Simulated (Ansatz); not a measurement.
An input meant for the cluster Mg2Zn2 (charge 0, singlet; atoms displaced at random, 0.08 Å in each coordinate).

```yaml
crystal:
  periodic: [false, false, false]
  atoms:
    - {symbol: Mg, position_ang: [-1.166873, 0.025284, -1.397038]}
    - {symbol: Mg, position_ang: [1.582801, 0.029451, -0.656481]}
    - {symbol: Zn, position_ang: [-0.210230, 1.226969, 0.862180]}
    - {symbol: Zn, position_ang: [-0.178927, -1.330434, 0.945828]}
basis:
  gaussian: {orbitals: def2-SVPD}
hamiltonian: {xc: {name: M06-2X}}
scf: {omitted_lower_state_checks: [starts]}
output: {forces: true}
```

```sh
$ ansatz run in.yaml --threads 2 --pin off --events-out ev --progress --plain --max-ram 4352MiB
```

Shortened log:

```
Error: YAML parse error: error: line 10 column 19: hamiltonian.xc: no functional is named "M06-2X"; the names, which are not case-sensitive, are SVWN5, SPW92, PBE, PBE0, PBEsol, revPBE, revPBE0, RPBE, rPW86-PBE, HSE06, wPBEh, LC-wPBE, HISS, HF, BLYP, B3LYP, B3LYP5, BHLYP, CAM-B3LYP, r2SCAN, r2SCANh, r2SCAN0, r2SCAN50, m-r2SCAN, B97, wB97, wB97X, wB97X-V, B97M-V, wB97M-V, B2PLYP, B2GP-PLYP, PBE0-DH, PBE-QIDH
 8 | basis:
 9 |   gaussian: {orbitals: def2-SVPD}
10 | hamiltonian: {xc: {name: M06-2X}}
11 | scf: {omitted_lower_state_checks: [starts]}
12 | output: {forces: true}
```

Question: What is wrong with this run?

Answer: The method's name isn't one that the program takes here. The program refused the input.
